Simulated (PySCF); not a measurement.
**Cobalt: a sound run and one with changed settings**

Sound run: Co⁺ [Ar] 3d8, Co²⁺ [Ar] 3d7. Computed with PySCF 2.14 in jorge-DZP-DKH (8s6p2d1f, 43 functions), with the spin-free X2C one-electron Hamiltonian (Gaussian nucleus). In the sound run the correlated levels freeze [Ar]. The sound run starts from symmetry-adapted Hartree-Fock orbitals and uses a fine grid where one is needed.

Changed run: initial guess sap, at most 50 SCF cycles.

```json
{"species": "Co⁺", "method": "UHF", "sound run (hartree)": "-1391.37073", "changed run (hartree)": "-1391.29853", "converged": "yes"}
{"species": "Co⁺", "method": "LDA", "sound run (hartree)": "-1390.09236", "changed run (hartree)": "-1390.09236", "converged": "yes"}
{"species": "Co⁺", "method": "BP86", "sound run (hartree)": "-1392.97640", "changed run (hartree)": "-1392.97640", "converged": "yes"}
{"species": "Co²⁺", "method": "UHF", "sound run (hartree)": "-1390.85400", "changed run (hartree)": "-1390.85400", "converged": "yes"}
{"species": "Co²⁺", "method": "LDA", "sound run (hartree)": "-1389.43975", "changed run (hartree)": "-1389.43975", "converged": "yes"}
{"species": "Co²⁺", "method": "BP86", "sound run (hartree)": "-1392.33474", "changed run (hartree)": "-1392.33474", "converged": "yes"}
{"species": "Co²⁺", "method": "MP2", "sound run (hartree)": "-1390.96520", "changed run (hartree)": "-1390.96520", "converged": "yes"}
```

Ionisation energy of Co⁺:

| method | sound run (eV) | changed run (eV) |
| --- | --- | --- |
| LDA | 17.758 | 17.758 |
| BP86 | 17.460 | 17.460 |

The plain start fixes occupations by D2h representation alone, and Co⁺ at UHF landed in another state (other ⟨L²⟩ or ⟨S²⟩). 

For comparison, NIST gives 17.084 eV between the lowest levels.
